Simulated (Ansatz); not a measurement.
ethylene (C₂H₄), singlet, at a GFN2-xTB geometry, with bond 3-1 at 1.4 times its length; CASSCF(4,5)/STO-3G run with Ansatz (a quantum-chemistry and plane-wave program).

Here is a job for Ansatz.
Ansatz 0.2 input:
```yaml
crystal:
  periodic: [false, false, false]
  atoms:
    - {symbol: C, position_ang: [-0.01328681, -0.00656652, 0.65800535]}
    - {symbol: C, position_ang: [0.01328681, 0.00656652, -0.65800535]}
    - {symbol: H, position_ang: [-0.02394038, 1.26499462, 1.47030949]}
    - {symbol: H, position_ang: [-0.02873771, -0.92622134, 1.21982272]}
    - {symbol: H, position_ang: [0.02873771, 0.92622134, -1.21982272]}
    - {symbol: H, position_ang: [0.02089650, -0.90169144, -1.23822259]}
basis:
  gaussian:
    orbitals: STO-3G
hamiltonian:
  xc: hf
magnetization: {spin_polarized: false}
correlation: {active_space: {window: {electrons: 4, orbitals: 5}}}
```

What does Ansatz print? Leave out banner, timings and long lists.


```
Functional definition: HF
185 factors; integrals over basis functions are off by at most 4.2e-5 eV
mean field evaluation 1: about -2094.4930 eV, gradient 9.2e0 eV
mean field evaluation 2: about -2094.5272 eV, gradient 9.1e0 eV
mean field evaluation 4: about -2094.8949 eV, gradient 8.6e-1 eV
mean field evaluation 8: about -2094.8970 eV, gradient 1.2e-6 eV
mean field -2094.89695177 eV, -76.9860430054 hartree, gradient 9.1e-6 eV, S^2 0.000000; 0 other end points of the search recorded, 0 dependent functions left out
reference -2094.89695177 eV, -76.9860430054 hartree; 8, 8 occupied and 6, 6 virtual orbitals, 185 factors
state -2097.21333745 eV, -77.0711686090 hartree
Total energy: -2097.21333745 eV, -77.0711686090 hartree
```
